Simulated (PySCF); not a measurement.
Species: Cu(NH3)(OH) (singlet state).
SMILES: `[NH3]->[Cu][OH]`

Method: TDDFT PBE0/def2-SVPD, vertical, gas phase, core orbitals frozen in the response (PySCF 2.14.0, density-fitted response routines). Geometry: PBE0-D3(BJ)/def2-SVP; no solvent, vibrations or thermal averaging.

Task: What does the calculation give for the low-lying excited states?

Result: 

| state | E (eV) | ν̃ (cm⁻¹) | f | \|μ\| (D) | main configurations (H = HOMO, L = LUMO) |
| --- | --- | --- | --- | --- | --- |
| S1 | 3.71 | 29910 | 0.0047 | 0.58 | H→L (92%) |
| S2 | 4.12 | 33270 | 0.021 | 1.16 | H-1→L (96%) |
| S3 | 4.59 | 37020 | 0.0003 | 0.12 | H-2→L (88%) |
| S4 | 4.82 | 38910 | 0.0000 | 0.01 | H-4→L (52%), H-3→L (42%) |
| S5 | 4.83 | 38920 | 0.0000 | 0.05 | H-3→L (52%), H-4→L (41%) |
| S6 | 5.01 | 40390 | 0.0024 | 0.36 | H→L+1 (94%) |
| S7 | 5.26 | 42400 | 0.102 | 2.26 | H-1→L+1 (77%), H→L+2 (20%) |
| S8 | 5.39 | 43500 | 0.034 | 1.29 | H-1→L+2 (59%), H→L+3 (34%) |
| S9 | 5.42 | 43730 | 0.044 | 1.46 | H→L+2 (68%), H-1→L+1 (20%) |
| S10 | 5.50 | 44370 | 0.124 | 2.44 | H→L+3 (55%), H-1→L+2 (38%) |
| S11 | 5.74 | 46330 | 0.0014 | 0.25 | H-1→L+3 (88%) |
| S12 | 5.81 | 46860 | 0.010 | 0.68 | H-5→L (87%) |
| S13 | 6.06 | 48920 | 0.0003 | 0.11 | H-2→L+1 (74%), H-6→L (12%) |
| S14 | 6.22 | 50140 | 0.0008 | 0.18 | H-2→L+2 (68%), H-4→L+1 (16%), H-3→L+1 (10%) |

Triplets, Tamm–Dancoff:

```tsv
state	E (eV)	λ (nm)	main configurations (H = HOMO, L = LUMO)
T1	3.35	369.6	H-1→L (84%)
T2	3.52	352.3	H→L (86%)
T3	4.32	286.7	H-2→L (84%)
T4	4.51	275.1	H-3→L (57%), H-4→L (28%)
```

The lowest singlet comes at 334 nm (358 kJ/mol) in the ultraviolet; it is very weak; its leading configuration is HOMO→LUMO (92%). The most intense listed level is S10 at 5.50 eV (225 nm, f = 0.124), 1.79 eV above S1. S4/S5 lie within about 0.01 eV of each other. For S1 the Löwdin share of copper is 34% in HOMO and 50% in LUMO. Orbital energies (eV): HOMO-3 -7.19, HOMO-2 -6.92, HOMO-1 -5.89, HOMO -5.76, LUMO -0.79, LUMO+1 0.57, LUMO+2 0.74. Of the 14 states listed, 6 reach f = 0.01 and 4 stay under 0.0005. The listed states span 2.51 eV, and the widest gap between neighbours is 0.47 eV (S2 to S3). Orbitals of the list HOMO-3 to LUMO+2 that lie within 0.01 eV of each other are written together with a slash and their weights summed (≥ marks a lower bound); for degenerate orbitals outside that list single weights are arbitrary. Only the lowest 15 singlets were computed, as vertical energies without vibronic structure. The highest level found (6.23 eV, f 0.014 so far) is left out, since the window may have cut off a degenerate partner.
